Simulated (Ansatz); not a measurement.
# Relative energy of two structures of B2GaH2Si−

Structure a is a singlet given by its coordinates and structure b is a triplet given by its coordinates. Both are isolated ions in the gas phase, relaxed with PBE0-D3(BJ)/def2-SVPD.

a (Å):

```xyz
6

B    -1.1489   -2.3251   -0.4982
B    -2.3772   -2.9085    0.3165
Ga   -0.4149   -0.4386   -0.6676
Si   -2.2769   -1.0090    0.6320
H    -3.1712   -0.1404    1.4917
H     0.7058    0.4640   -1.3338
```

Close contacts (Å): B1–B2 1.59, B1–Ga3 2.03, B1–Si4 2.07, B2–Si4 1.93, Ga3–Si4 2.34, Ga3–H6 1.59, Si4–H5 1.51.

b (Å):

```xyz
6

B    -1.6414   -2.5237    0.6118
B    -1.5800   -1.5122   -0.5308
Ga   -1.7408    0.4961   -1.0686
Si   -1.5829   -0.5994    1.2586
H    -1.6542   -3.4890    1.3267
H    -0.4984    1.3922   -1.5576
```

Close contacts (Å): B1–B2 1.53, B1–Si4 2.03, B2–Ga3 2.09, B2–Si4 2.01, Ga3–Si4 2.58, B1–H5 1.20, Ga3–H6 1.61.

Estimate E(b) − E(a) at the level CCSD(T)/def2-SVPD + ΔMP2/def2-TZVPPD.

Calculated at CCSD(T)/def2-SVPD + ΔMP2/def2-TZVPPD: E(b) − E(a) = −23.5 kcal/mol, so structure b lies lower.

The same difference at several levels:

| level | geometry | E(b) − E(a) (kcal/mol) | departure from the last row (kcal/mol) | job, with rough time for the two |
| --- | --- | --- | --- | --- |
| PBE0-D3(BJ)/def2-SVPD | PBE0-D3(BJ)/def2-SVPD | −27.8 | −4.3 | optimisation, 86 s |
| HF/def2-SVPD | PBE0-D3(BJ)/def2-SVPD | −41.5 | −18.0 | part of the CCSD(T) run |
| MP2/def2-SVPD | PBE0-D3(BJ)/def2-SVPD | −26.2 | −2.7 | part of the CCSD(T) run |
| CCSD(T)/def2-SVPD | PBE0-D3(BJ)/def2-SVPD | −26.7 | −3.2 | single point |
| CCSD(T)/def2-SVPD + ΔMP2/def2-TZVPPD | PBE0-D3(BJ)/def2-SVPD | −23.5 |  | single point, 50 s |

The levels shown agree on the order. The largest departure from CCSD(T)/def2-SVPD + ΔMP2/def2-TZVPPD is that of HF/def2-SVPD, 18.0 kcal/mol. Levels run at GFN2-xTB geometries aren't shown. The last row adds to CCSD(T) the change of the MP2 difference between the two basis sets, here +3.2 kcal/mol, a large step that makes the value less sure. The triplet state of b needn't be its ground state.

With harmonic frequencies from PBE0-D3(BJ)/def2-SVPD (ideal gas, rigid rotor, one conformer each, 298.15 K, 1 atm): on the last row, ΔE + ΔZPE = −22.3, ΔH = −22.4, ΔG = −23.0 kcal/mol.

The T1 diagnostic of structure a is large, so the coupled-cluster value is less sure. Open shells are spin-unrestricted. The correlated steps freeze 16 core orbitals; the filled d shell of Ga is correlated, in a basis made for valence electrons. ΔG holds the spin degeneracy. Mirror images aren't counted in ΔG. Programs: Ansatz 0.2.0; the last row on 2 threads of Intel(R) Xeon(R) 6975P-C (Granite Rapids) on a shared host.
